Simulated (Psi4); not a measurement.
C₂H₉BGe (SMILES C[B](C)[GeH3]), singlet, geometry from GFN2-xTB, atoms displaced at random by about 0.08 Å a coordinate; HF/STO-3G, gradient (Psi4).

Psi4 was given this input:
```
memory 2 GB

molecule {
0 1
  B    -1.03095539    0.19542672    0.16960437
  Ge    0.91869040   -0.03361144   -0.39191007
  H     1.31348102   -1.51890800   -0.76321785
  H     1.48947440    0.53167349   -1.47986936
  H     2.15463976    0.08123261    0.60221529
  C    -1.33732257   -0.60081565    1.50852856
  H    -1.59794478   -1.53667113    1.27059669
  H    -2.59269657   -0.19296620    2.23916669
  H    -0.56569113   -0.56957094    2.43861085
  C    -1.83767904    1.19478029   -0.38434128
  H    -2.84082502    1.28832695    0.00085436
  H    -1.86450947    0.99015857   -1.56245841
  H    -1.59299320    2.18951333   -0.32198641
symmetry c1
no_reorient
no_com
}

set basis sto-3g

gradient('scf')
print_variables()
```

The log (banner, timings and long lists left out):

```
gradient() will perform analytic gradient computation.

   => Loading Basis Set <=

    Name: STO-3G
    Role: ORBITAL
    Keyword: BASIS

         ---------------------------------------------------------
                                   SCF
               by Justin Turney, Rob Parrish, Andy Simmonett
                          and Daniel G. A. Smith
                              RHF Reference
         ---------------------------------------------------------

  ==> Geometry <==

    Molecular point group: c1
    Full point group: C1

    Geometry (in Angstrom), charge = 0, multiplicity = 1:

       Center              X                  Y                   Z               Mass
    ------------   -----------------  -----------------  -----------------  -----------------
         B           -1.030955390000     0.195426720000     0.169604370000    11.009305360000
         GE           0.918690400000    -0.033611440000    -0.391910070000    73.921177761000
         H            1.313481020000    -1.518908000000    -0.763217850000     1.007825032230
         H            1.489474400000     0.531673490000    -1.479869360000     1.007825032230
         H            2.154639760000     0.081232610000     0.602215290000     1.007825032230
         C           -1.337322570000    -0.600815650000     1.508528560000    12.000000000000
         H           -1.597944780000    -1.536671130000     1.270596690000     1.007825032230
         H           -2.592696570000    -0.192966200000     2.239166690000     1.007825032230
         H           -0.565691130000    -0.569570940000     2.438610850000     1.007825032230
         C           -1.837679040000     1.194780290000    -0.384341280000    12.000000000000
         H           -2.840825020000     1.288326950000     0.000854360000     1.007825032230
         H           -1.864509470000     0.990158570000    -1.562458410000     1.007825032230
         H           -1.592993200000     2.189513330000    -0.321986410000     1.007825032230

  Running in c1 symmetry.

  Rotational constants: A =      0.23758  B =      0.08533  C =      0.06569 [cm^-1]
  Rotational constants: A =   7122.48811  B =   2558.20382  C =   1969.38031 [MHz]
  Nuclear repulsion =  243.033797685918955

  Charge       = 0
  Multiplicity = 1
  Electrons    = 58
  Nalpha       = 29
  Nbeta        = 29

  ==> Algorithm <==

  SCF Algorithm Type is DF.
  DIIS enabled.
  MOM disabled.
  Fractional occupation disabled.
  Guess Type is SAD.
  Energy threshold   = 1.00e-08
  Density threshold  = 1.00e-08
  Integral threshold = 1.00e-12

  ==> Primary Basis <==

  Basis Set: STO-3G
    Blend: STO-3G
    Number of shells: 26
    Number of basis functions: 42
    Number of Cartesian functions: 43
    Spherical Harmonics?: true
    Max angular momentum: 2

   => Loading Basis Set <=

    Name: (STO-3G AUX)
    Role: JKFIT
    Keyword: DF_BASIS_SCF

  ==> Integral Setup <==

  SCF_SUBTYPE=INCORE selected. In-core MEM_DF algorithm will be used.
  Using in-core AOs.

  ==> MemDFJK: Density-Fitted J/K Matrices <==

    J tasked:                   Yes
    K tasked:                   Yes
    wK tasked:                   No
    Algorithm:                 Core
    Schwarz Cutoff:           1E-12
    Mask sparsity (%):       3.8549
    Fitting Condition:        1E-10

   => Auxiliary Basis Set <=

  Basis Set: (STO-3G AUX)
    Blend: DEF2-UNIVERSAL-JKFIT
    Number of shells: 189
    Number of basis functions: 653
    Number of Cartesian functions: 818
    Spherical Harmonics?: true
    Max angular momentum: 5

  Minimum eigenvalue in the overlap matrix is 1.7163904442E-01.
  Reciprocal condition number of the overlap matrix is 6.8957868951E-02.
    Using symmetric orthogonalization.

  ==> Pre-Iterations <==

  SCF Guess: Superposition of Atomic Densities via on-the-fly atomic UHF (no occupation information).

   -------------------------
    Irrep   Nso     Nmo
   -------------------------
     A         42      42
   -------------------------
    Total      42      42
   -------------------------

  ==> Iterations <==

                           Total Energy        Delta E     RMS |[F,P]|

   @DF-RHF iter SAD: -2150.22957676807710   -2.15023e+03   0.00000e+00
   @DF-RHF iter   1: -2155.63705667865133   -5.40748e+00   1.56507e-02 DIIS/ADIIS
   @DF-RHF iter   2: -2156.01715029645857   -3.80094e-01   1.55869e-03 DIIS/ADIIS
   @DF-RHF iter   3: -2156.02109161401586   -3.94132e-03   3.78444e-04 DIIS/ADIIS
   @DF-RHF iter   4: -2156.02150025718720   -4.08643e-04   7.74493e-05 DIIS
   @DF-RHF iter   5: -2156.02151733450910   -1.70773e-05   1.75950e-05 DIIS
   @DF-RHF iter   6: -2156.02151827731177   -9.42803e-07   3.42438e-06 DIIS
   @DF-RHF iter   7: -2156.02151831533592   -3.80242e-08   1.28709e-06 DIIS
   @DF-RHF iter   8: -2156.02151832215122   -6.81530e-09   4.93777e-07 DIIS
   @DF-RHF iter   9: -2156.02151832353638   -1.38516e-09   1.39384e-07 DIIS
   @DF-RHF iter  10: -2156.02151832363870   -1.02318e-10   3.56556e-08 DIIS
   @DF-RHF iter  11: -2156.02151832364461   -5.91172e-12   6.82579e-09 DIIS
  Energy and wave function converged.

  ==> Post-Iterations <==

    Orbital Energies [Eh]
    ---------------------

    Doubly Occupied:

[...]
    Virtual:

[...]
      42A      1.000385

    Final Occupation by Irrep:
              A
    DOCC [    29 ]
    NA   [    29 ]
    NB   [    29 ]

  @DF-RHF Final Energy: -2156.02151832364461

   => Energetics <=

    Nuclear Repulsion Energy =            243.0337976859189553
    One-Electron Energy =               -3505.1326778049415225
    Two-Electron Energy =                1106.0773617953777830
    Total Energy =                      -2156.0215183236446137

Computation Completed

Properties will be evaluated at   0.000000,   0.000000,   0.000000 [a0]

Properties computed using the SCF density matrix

 Multipole Moments:

 ------------------------------------------------------------------------------------
     Multipole            Electronic (a.u.)      Nuclear  (a.u.)        Total (a.u.)
 ------------------------------------------------------------------------------------

 L = 1.  Multiply by 2.5417464519 to convert [e a0] to [Debye]
 Dipole X            :          1.1113097           -1.7078566           -0.5965469
 Dipole Y            :         -8.6771539            8.9348973            0.2577434
 Dipole Z            :          4.6658574           -4.7697913           -0.1039339
 Magnitude           :                                                    0.6581050

 ------------------------------------------------------------------------------------

         ------------------------------------------------------------
                                   SCF GRAD
                          Rob Parrish, Justin Turney,
                       Andy Simmonett, and Alex Sokolov
         ------------------------------------------------------------

  ==> Geometry <==

    Molecular point group: c1
    Full point group: C1

    Geometry (in Angstrom), charge = 0, multiplicity = 1:

       Center              X                  Y                   Z               Mass
    ------------   -----------------  -----------------  -----------------  -----------------
         B           -1.030955390000     0.195426720000     0.169604370000    11.009305360000
         GE           0.918690400000    -0.033611440000    -0.391910070000    73.921177761000
         H            1.313481020000    -1.518908000000    -0.763217850000     1.007825032230
         H            1.489474400000     0.531673490000    -1.479869360000     1.007825032230
         H            2.154639760000     0.081232610000     0.602215290000     1.007825032230
         C           -1.337322570000    -0.600815650000     1.508528560000    12.000000000000
         H           -1.597944780000    -1.536671130000     1.270596690000     1.007825032230
         H           -2.592696570000    -0.192966200000     2.239166690000     1.007825032230
         H           -0.565691130000    -0.569570940000     2.438610850000     1.007825032230
         C           -1.837679040000     1.194780290000    -0.384341280000    12.000000000000
         H           -2.840825020000     1.288326950000     0.000854360000     1.007825032230
         H           -1.864509470000     0.990158570000    -1.562458410000     1.007825032230
         H           -1.592993200000     2.189513330000    -0.321986410000     1.007825032230

  Nuclear repulsion =  243.033797685918955

  ==> Basis Set <==

  Basis Set: STO-3G
    Blend: STO-3G
    Number of shells: 26
    Number of basis functions: 42
    Number of Cartesian functions: 43
    Spherical Harmonics?: true
    Max angular momentum: 2

  ==> DFJKGrad: Density-Fitted SCF Gradients <==

    Gradient:                    1
    J tasked:                  Yes
    K tasked:                  Yes
    wK tasked:                  No
    Integrals threads:           1
    Schwarz Cutoff:          1E-12
    Fitting Condition:       1E-10

   => Auxiliary Basis Set <=

  Basis Set: (STO-3G AUX)
    Blend: DEF2-UNIVERSAL-JKFIT
    Number of shells: 189
    Number of basis functions: 653
    Number of Cartesian functions: 818
    Spherical Harmonics?: true
    Max angular momentum: 5

  -Total Gradient:
     Atom            X                  Y                   Z
    ------   -----------------  -----------------  -----------------
       1       -0.127906183992     0.072384041401    -0.099085262546
       2       -0.073613835187     0.083686108086    -0.027071692433
       3        0.028098519431    -0.039231078132    -0.011533388342
       4        0.001535762153    -0.028940893697     0.030184767665
       5        0.053890952113    -0.008536130764     0.017520609445
       6        0.084354422409    -0.127469009644    -0.156447399554
       7        0.013077400767     0.101178896425     0.016221554312
       8       -0.123284491560     0.032445602701     0.079721424752
       9        0.041847958359     0.005332062024     0.076361961960
      10        0.126343926692    -0.042479709998     0.143976484287
      11        0.013375089575     0.020530548303     0.004260003922
      12        0.008576304954    -0.015114218829    -0.070316755687
      13       -0.046295825647    -0.053786217869    -0.003792307725

  Variable Map:
  ----------------------------------------------------------------------------
[...]
  Array Variable Map:
  ----------------------------------------------------------------------------
[...]
[...]
```
